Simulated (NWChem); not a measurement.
Atomisation of H3Si2

```
Si
H 1 1.4976
H 1 1.4999 2 107.62
Si 1 2.2807 2 123.33 3 164.91
H 4 1.5320 1 89.22 2 172.66
```
Charge 0, spin multiplicity 2.

Everything below was run with NWChem. Structure: optimised with UPBE0/def2-SVP, a minimum by its harmonic frequencies. It is one conformer; others weren't searched.

Basis set: def2-TZVP. The atomisation energy is electronic alone: no zero-point, thermal, spin-orbit or counterpoise terms. No value is extrapolated to the basis-set limit. Free atoms are single determinants with multiplicities Si 3, H 2.

B3LYP has NWChem's definition, with VWN1-RPA local correlation. This spin state was chosen for the runs; another may lie lower. The structure started from a generated list of species. No SCF solution was tested for a lower state.

Task: For the atomisation energy, B3LYP gives 285.7 kcal/mol and PBE0 gives 283.3 kcal/mol. What do BP86, TPSS give?

Result: BP86: 294.3 kcal/mol; TPSS: 297.1 kcal/mol.
